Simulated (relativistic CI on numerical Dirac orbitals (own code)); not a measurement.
## Electric-dipole lines of Rb XXIV

Method of calculation: Dirac-Coulomb-Breit CI, orbitals from a KLI potential per configuration, model QED, unscaled Slater integrals (own radial code, finite nucleus).

Configurations in the expansion (outside the closed core [Ne]): 3s2 3p2, 3s 3p3, 3s2 3p 3d, 3p4, 3s 3p2 3d, 3p3 3d, 3s 3p 3d2, 3s2 3d 4p, 3p3 4s, 3s2 3p 4s, 3s 3p 3d 4s, 3p3 4p, 3s2 3d2, 3s 3d3, 3p2 3d2, 3p 3d3, 3p 3d2 4s, 3s2 3d 4s, 3s 3d2 4s, 3s 3p 3d 4p, 3s 3d2 4p, 3p 3d2 4p, 3s 3d 4s 4p. Double excitations out of closed p, d and f shells are left out; levels of such configurations are missing from the list, as are those of other unlisted configurations, and high levels can miss mixing partners.

```
λ vac (Å)                 Lower                  Upper   A (s⁻¹)        gf  Branching (%)
   102.09      3s 3p3 3D°_1 [7]    3s 3p2 3d 3F_2 [68]  6.33e+10  4.94e-01           44.0
   106.55      3s 3p3 3D°_3 [9]    3s 3p2 3d 3F_4 [69]  1.12e+11  1.72e+00           98.1
   107.12      3s2 3p2 3P_0 [1]   3s2 3p 3d 3D°_1 [18]  1.14e+11  5.89e-01           88.2
   108.14      3s2 3p2 3P_1 [2]   3s2 3p 3d 3D°_2 [21]  5.91e+10  5.18e-01           37.5
   109.65      3s 3p3 5S°_2 [6]    3s 3p2 3d 5P_1 [46]  1.19e+11  6.41e-01           98.3
   110.20      3s2 3p2 3P_2 [3]   3s2 3p 3d 3D°_3 [23]  1.20e+11  1.53e+00           88.4
   110.57      3s 3p3 5S°_2 [6]    3s 3p2 3d 5P_2 [45]  9.57e+10  8.77e-01           88.9
   110.79      3s 3p3 3D°_2 [8]    3s 3p2 3d 3D_2 [60]  6.62e+10  6.09e-01           60.7
   111.63      3s2 3p2 3P_2 [3]   3s2 3p 3d 3D°_2 [21]  8.05e+10  7.52e-01           51.1
   111.72      3s 3p3 5S°_2 [6]    3s 3p2 3d 5P_3 [44]  7.08e+10  9.28e-01           90.9
   111.89  3s2 3p 3d 3F°_4 [19]      3s2 3d2 3F_4 [90]  5.33e+10  9.00e-01           29.5
   112.02      3s 3p3 3D°_3 [9]    3s 3p2 3d 3D_3 [63]  6.16e+10  8.11e-01           52.3
   112.83      3s2 3p2 1D_2 [4]   3s2 3p 3d 1F°_3 [26]  1.12e+11  1.50e+00           82.8
   114.26      3s2 3p2 3P_1 [2]      3s 3p3 1P°_1 [20]  6.13e+10  3.60e-01           43.4
   114.97   3s 3p2 3d 5F_5 [41]  3s 3p 3d2 5F°_5 [145]  9.03e+10  1.97e+00           76.8
   117.83      3s2 3p2 3P_1 [2]   3s2 3p 3d 3P°_2 [17]  6.20e+10  6.45e-01           58.0
   118.11      3s2 3p2 1S_0 [5]   3s2 3p 3d 1P°_1 [27]  1.15e+11  7.21e-01           96.1
   121.07      3s2 3p2 1D_2 [4]   3s2 3p 3d 3P°_2 [25]  9.96e+10  1.09e+00           84.5
   121.20     3s 3p3 3P°_1 [12]    3s 3p2 3d 3D_2 [65]  6.18e+10  6.80e-01           68.1
   121.99      3s2 3p2 3P_2 [3]   3s2 3p 3d 3P°_2 [17]  3.89e+10  4.33e-01           36.4
   123.01  3s2 3p 3d 3D°_3 [23]      3s2 3d2 3F_4 [90]  1.21e+11  2.48e+00           67.1
   124.97  3s2 3p 3d 3D°_2 [21]    3s 3p2 3d 1F_3 [87]  9.09e+10  1.49e+00           37.4
   127.57  3s2 3p 3d 1F°_3 [26]      3s2 3d2 1G_4 [94]  1.27e+11  2.78e+00           90.9
   134.64      3s2 3p2 1D_2 [4]      3s 3p3 1P°_1 [20]  6.13e+10  5.00e-01           43.5
   135.56  3s2 3p 3d 3F°_4 [19]    3s 3p2 3d 3D_3 [77]  6.98e+10  1.35e+00           66.4
   136.25      3s2 3p2 3P_2 [3]      3s 3p3 3S°_1 [15]  8.27e+10  6.90e-01           60.2
   136.67  3s2 3p 3d 3F°_4 [19]    3s 3p2 3d 3F_4 [76]  7.60e+10  1.92e+00           64.6
   141.61  3s2 3p 3d 1F°_3 [26]    3s 3p2 3d 1F_3 [87]  6.10e+10  1.28e+00           25.1
   159.01  3s2 3p 3d 3F°_3 [16]    3s 3p2 3d 3G_4 [53]  2.31e+10  7.87e-01           81.3
   170.17  3s2 3p 3d 3F°_4 [19]    3s 3p2 3d 3G_5 [59]  1.87e+10  8.92e-01          100.0
```

Terms are leading LS components. Brackets give the number of a level in order of energy, since labels repeat. The list gives strong lines, with weight on those to low levels, without lines whose two gauges differ by over a factor of 2.5, among the lowest 200 of 1232 levels, so that lines to higher ones, which can be the strongest, are missing. Levels whose partners in the same complex of configurations lie outside the list can be far off, and so can their lines. Rates are taken at the computed energies, electric ones in the length gauge.

At this charge energies of transitions that change n are usually good to better than 1 %, and those within a shell (Δn = 0) to a few per cent.

LS names give the leading component of a level, which can be under half, so a name can repeat, a term be missing and a line seem to break the LS rules.
